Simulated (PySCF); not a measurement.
InHFBr, SMILES [F][InH][Br].

Geometry: PBE0-D3(BJ)/def2-TZVP. The def2 effective core potentials stand for the cores of In; spin–orbit coupling is left out.

Computed with PySCF 2.14.0 with IEF-PCM-PBE0/def2-SVP.

The values are the electrostatic part of the solvation free energy, E(continuum) − E(gas) at the gas-phase geometry, in a cavity of scaled van der Waals radii (PySCF's table); cavitation and dispersion terms are not included. A continuum can't describe solvent molecules that bind to the metal. In vacuum the orbital gap is 6.70 eV. The dipole moment in vacuum is 2.79 D.

```tsv
solvent	ε	ΔG(elec) (kcal/mol)	dipole (D)	gap (eV)
water	78.36	-8.9	3.64	7.12
tetrahydrofuran	7.43	-7.3	3.48	7.05
cyclohexanone	15.62	(withheld)	(withheld)	(withheld)
```

Task: What belongs in the gaps? (An estimate is asked for; the answer gives what the named calculation found.)

Result: 
- cyclohexanone, ΔG(elec) (kcal/mol): -8.2
- cyclohexanone, dipole (D): 3.57
- cyclohexanone, gap (eV): 7.09
